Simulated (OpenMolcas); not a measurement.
## What dynamic correlation does to the levels of Cu⁶⁺

| Quantity | Value |
| --- | --- |
| Program | OpenMolcas |
| Basis | ANO-RCC-VTZP [6s5p3d2f1g] |
| Scalar Hamiltonian | DKH2, point nucleus |
| Active space | 5 electrons in 5 orbitals (3d) |
| State averaging | 2S+1 = 6 even, 1 root; 2S+1 = 4 even, 24 roots; 2S+1 = 2 even, 75 roots |
| Spin-orbit coupling | state interaction with AMFI integrals over the reference wave functions, term energies averaged over their components |

Methods on the same reference wave functions:
A. CASSCF
B. SS-CASPT2, IPEA 0.25 Eh, imaginary shift 0.1 Eh (closed shells correlated: 3s 3p)
C. MS-CASPT2, IPEA 0.25 Eh, imaginary shift 0.1 Eh (closed shells correlated: 3s 3p)
D. XMS-CASPT2, IPEA 0.25 Eh, imaginary shift 0.1 Eh (closed shells correlated: 3s 3p)

Energies in eV above 3d⁵ ⁶S_5/2, the measured ground level; measured values from the list in Gamrath, thesis, University of Mons (2023).

| Level | A | B | C | D | Measured |
| --- | --- | --- | --- | --- | --- |
| 3d⁵ ⁶S_5/2 | 0.0000 | 0.0000 | 0.0000 | 0.0000 | 0.0000 |
| 3d⁵ ⁴G_5/2 | 6.3533 | 5.920 | 5.920 | 5.920 |  |
| 3d⁵ ⁴G_7/2 | 6.3668 | 5.936 | 5.936 | 5.936 |  |
| 3d⁵ ⁴G_11/2 | 6.3704 | 5.941 | 5.941 | 5.941 |  |
| 3d⁵ ⁴G_9/2 | 6.3749 | 5.946 | 5.946 | 5.945 |  |
| 3d⁵ ⁴P_5/2 | 7.2746 | 6.495 | 6.495 | 6.482 | 6.2899 |
| 3d⁵ ⁴P_3/2 | 7.3107 | 6.533 | 6.533 | 6.520 | 6.3315 |
| 3d⁵ ⁴P_1/2 | 7.3548 | 6.579 | 6.579 | 6.564 | 6.3736 |
| 3d⁵ ⁴D_7/2 | 7.8953 | 7.094 | 7.094 | 7.104 | 6.9112 |
| 3d⁵ ⁴D_1/2 | 7.9389 | 7.140 | 7.140 | 7.149 | 6.9691 |
| 3d⁵ ⁴D_3/2 | 7.9727 | 7.174 | 7.174 | 7.182 | 6.9962 |
| 3d⁵ ⁴D_5/2 | 7.9790 | 7.180 | 7.180 | 7.188 | 6.9961 |
| 3d⁵ ²I_11/2 | 9.0646 | 8.665 | 8.665 | 8.668 | 8.4008 |
| 3d⁵ ²I_13/2 | 9.0969 | 8.704 | 8.704 | 8.706 | 8.4207 |
| 3d⁵ ²D_5/2(1) [61 %] | 10.0818 | 9.079 | 9.079 | 9.062 |  |
| 3d⁵ ²D_3/2(1) | 10.2718 | 9.247 | 9.247 | 9.223 | 8.9550 |
| 3d⁵ ²F_7/2(1) | 10.5200 | 9.568 | 9.568 | 9.528 | 9.2254 |
| 3d⁵ ⁴F_9/2 | 10.6283 | 9.690 | 9.690 | 9.676 | 9.4142 |
| 3d⁵ ⁴F_5/2 | 10.6537 | 9.711 | 9.711 | 9.685 | 9.4252 |
| 3d⁵ ⁴F_7/2 | 10.6673 | 9.727 | 9.727 | 9.720 | 9.4661 |
| 3d⁵ ⁴F_3/2 | 10.7512 | 9.799 | 9.799 | 9.781 | 9.5326 |
| 3d⁵ ²H_9/2 [67 %] | 11.1137 | 10.329 | 10.329 | 10.331 | 10.0076 |
| 3d⁵ ²H_11/2 | 11.2296 | 10.502 | 10.502 | 10.497 | 10.1611 |
| 3d⁵ ²G_7/2(1) | 11.5174 | 10.565 | 10.565 | 10.583 | 10.2591 |

Deviations, from unrounded energies. A percentage is the sum of absolute deviations over the sum of measured energies, with the sign that they share, or ± where signs differ.

| Against measurement | Levels | A | B | C | D |
| --- | --- | --- | --- | --- | --- |
| mean absolute deviation (cm-1) | 18 | 8600 | 2000 | 2000 | 2000 |
| other terms of the ground configuration (%) | 18 | +12.7 | +3.0 | +3.0 | +3.0 |

B, C, D lie about equally close to measurement and A furthest from it. The largest miss of D in the table is 3d⁵ ²H_11/2, by +2700 cm-1. The ranking rests on the paired levels alone, and a cruder setting can come out closer through cancelling errors.

Among B to D the level of the table that moves most is 3d⁵ ²F_7/2(1), by 320 cm-1 (lowest in D, highest in C). Moves below CASPT2's spread within the term are not significant.

The mean deviations of B to D differ by less than CASPT2's widest spread within a term (790 cm-1), so their order carries little weight.

From A to B the spin-free energies of the other terms of 3d⁵ shown, above ⁶S, scale by factors of 0.89 to 0.96, as is usual when dynamic correlation screens the repulsion within a d or f shell.

The lowest spin-free term lies below A's lowest term by 0.392 hartree in B, 0.392 hartree in C, 0.392 hartree in D.

CASPT2 breaks the degeneracy within a term, and the mean is taken; among the terms shown or strongly mixed into the levels shown the widest spread is 790 cm-1 (3d⁵ ⁴F, D). Without dynamic correlation excited terms often stand tens of per cent too high (terms of higher spin than the ground term too low), and those without a measured partner can miss by more than the paired ones (holds for A). Some levels mix across a computed gap that differs much from the measured one, so their mixing is not that of the real levels (holds for A; B; C). Blocks of more than 70 roots (2S+1 = 2 even) ran without multistate coupling (holds for C). Measured partners are found by configuration, term and J. A level has none where our copy of the source lacks it or the pairing is in doubt (some pairs that miss far off the trend of their configuration count as doubtful), and it then counts in no deviation. Only configurations of the active space appear. The table leaves out levels that lie high or whose names do not pair safely across all columns.

A share in square brackets marks a mixed level and gives the weight of the term that names it, the lowest over the columns. A number in round brackets counts repeated terms of one configuration in the order of the reference energies.
